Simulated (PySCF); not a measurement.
**Simulated absorption spectrum**

Species: (CF3CO)2NCH3, C5H3F6NO2.
SMILES: `CN(C(=O)C(F)(F)F)C(=O)C(F)(F)F`

Computed with PySCF, TDDFT CAM-B3LYP/def2-SVPD, vertical, gas phase, core orbitals frozen in the response. Isolated species at its PBE0-D3(BJ)/def2-SVP geometry (one conformer only). Torsions of this conformer, `[CH3:1][N:2]([C:3](=[O:4])[C:5]([F:6])([F:7])[F:8])[C:9](=[O:10])[C:11]([F:12])([F:13])[F:14]`: C1–N2–C3–O4 10°, N2–C3–C5–F6 -89°, C1–N2–C9–O10 -157°, N2–C9–C11–F12 -67°.

Broadening: Gaussians 0.3 eV wide at half height, area fixed by f = 4.319×10⁻⁹ ∫ε dν̃. The width is an assumption, not a result. The curve ends short of the highest state used, and states not computed would add to its high-energy end.

(E (eV), ε (L mol⁻¹ cm⁻¹)): (4.35, 0), (4.46, 4), (4.58, 29), (4.69, 93), (4.81, 202), (4.93, 419), (5.04, 616), (5.16, 458), (5.27, 164), (5.39, 23), (5.50, 15), (5.62, 302), (5.74, 2799), (5.85, 9893), (5.97, 16759), (6.08, 12463), (6.20, 3855), (6.32, 491), (6.43, 34), (6.55, 1), (6.66, 0), (6.78, 0), (6.89, 0), (7.01, 0), (7.13, 10), (7.24, 146), (7.36, 1165), (7.47, 3616), (7.59, 5382), (7.70, 3820), (7.82, 1984), (7.94, 1533), (8.05, 952), (8.17, 663), (8.28, 1135), (8.40, 1468)

(1) Where are the band maxima, and which computed states make them?

(2) Coming from long wavelengths, where does ε first pass 100 L mol⁻¹ cm⁻¹?

(3) On this curve, what absorbance would a 10⁻⁵ mol/L sample give at 254 nm over a 1 cm path?

Answers

(1) 245 nm (5.06 eV), ε about 620, made up of S2 (98%); 207 nm (5.98 eV), ε about 17000, made up of S3 (100%); 163 nm (7.59 eV), ε about 5400, made up of S5 (92%) (ε in L mol⁻¹ cm⁻¹; maxima over ε = 5, shares over 10%). At its high-energy end, 8.40 eV, the curve is still rising (ε about 1500, from S7 and S9). The states used: S1 4.80 eV (f 0.0013); S2 5.06 eV (f 0.0067); S3 5.98 eV (f 0.187); S4 7.55 eV (f 0.0043); S5 7.59 eV (f 0.055); S6 7.92 eV (f 0.016); S7 8.36 eV (f 0.015); S8 8.66 eV (f 0.0051); S9 8.66 eV (f 0.016); S10 9.00 eV (f 0.011).

(2) At about 264 nm (4.70 eV), 0.10 eV below S1.

(3) 254 nm is 4.881 eV, where ε is about 310 L mol⁻¹ cm⁻¹, so A = ε c l ≈ 0.0031 (Beer–Lambert, with the gas-phase spectrum and the assumed width).

On AMD EPYC 9R14, 2 threads, shared host with 64 logical CPUs at a one-minute load of 17, this took 99 s wall, 3.7 min CPU (grids of density and orbitals included) and 2.1 GiB of memory at its peak.
